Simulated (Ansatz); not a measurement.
## Strength of the N–In bond: C2H10InN → C2H7N + InH3

Species: C2H10InN `C[NH+](C)[InH3-]`, singlet; C2H7N (dimethylamine) `CNC`, singlet; InH3 `[InH3]`, singlet. 

Shapes, held fixed at every level: PBE0-D4/def2-TZVP. Programs: Ansatz 0.2.0. The zero-point and thermal change to 298 K, harmonic and unscaled (PBE0-D4/def2-TZVP), is -8.6 kJ/mol.

Estimate ΔH(298 K) of this reaction.

The highest level, CCSD(T)/def2-TZVPP, gives ΔH(298 K) = +94.9 kJ/mol; the levels span +84.7 to +102.7. Both fragments are taken as closed shells, so no electrons are unpaired. The column of differences is taken from that level and isn't an error. No measured value is set beside it here. For atoms past krypton def2 sets carry core potentials with scalar relativity. Outer-core shells of In are correlated, in sets that cover them unevenly.

```tsv
level	kind	ΔH(298 K) (kJ/mol)	less CCSD(T)/def2-TZVPP
B3LYP-D4/def2-TZVPP	global hybrid	+84.7	-10.2
BHLYP-D4/def2-TZVPP	global hybrid	+89.7	-5.2
PBE0-D4/def2-TZVPP	global hybrid	+87.8	-7.1
r2SCAN0-D4/def2-TZVPP	global hybrid	+92.0	-2.9
MP2/def2-SVP	perturbation theory	+102.7	+7.8
MP2/def2-TZVPP	perturbation theory	+98.9	+4.0
CCSD/def2-SVP	coupled cluster or CI	+96.1	+1.2
CCSD(T)/def2-TZVPP	coupled cluster or CI	+94.9	0.0
```
